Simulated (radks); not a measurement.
Species: F3+. Configuration: [He] 2s2 2p2.

All-electron calculation, non-relativistic Kohn-Sham, r2SCAN, spin-polarised, spherical densities, point nucleus; open shells are filled with parallel spins first; meta-GGA in the generalised Kohn-Sham scheme. Program: a radial shooting solver on a logarithmic mesh with Libxc functionals.

Energy parts (hartree):
part                      energy
total                  -95.43947
kinetic                 95.28918
electron-nucleus      -213.45409
Hartree                 31.25208
exchange-correlation    -8.52664

Orbitals (lengths in bohr, moments of r in powers of bohr; r(max) is where P^2 peaks):
orbital,occ.,eigenvalue (hartree),r(max),<r>,<1/r>,<r^4>
1s up,1,-27.48533,0.1147,0.1764,8.615,0.004616
1s down,1,-27.37525,0.1145,0.1755,8.645,0.004483
2s up,1,-3.50779,0.7137,0.8680,1.679,1.394
2s down,1,-3.23455,0.7278,0.8926,1.619,1.581
2p up,2,-2.79093,0.6220,0.8181,1.580,1.386
2p down,0,-2.49501,0.6471,0.8547,1.523,1.678

The highest occupied level is 2p up at -75.945 eV. Virial ratio -V/T = 2.00158. The spin density at the nucleus is 0.034 e/bohr^3 (1s -1.332, 2s 1.367), a Fermi contact field of 1.8 T. Summed over all electrons, <r^2> = 3.566 bohr^2, which gives a Langevin (diamagnetic) susceptibility term of -2.82 x 10^-6 cm^3/mol.
